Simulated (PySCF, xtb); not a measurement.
Cd(H)(OH) (CdH₂O), SMILES [CdH][OH].

Harmonic wavenumbers (cm⁻¹) from GFN2-xTB in xtb at its own minimum, in rising order: 280, 332, 379, 573, 1570, 3660.

### Question
What does PySCF with PBE0-D3(BJ)/def2-TZVP give at its own minimum? (An estimate is asked for; the answer gives what the named calculation found.)

### Answer
464, 472, 587, 746, 1902, 3904. Paired by order, the mean absolute difference is 214 cm⁻¹ and the zero-point energies are 9.7 and 11.5 kcal/mol.
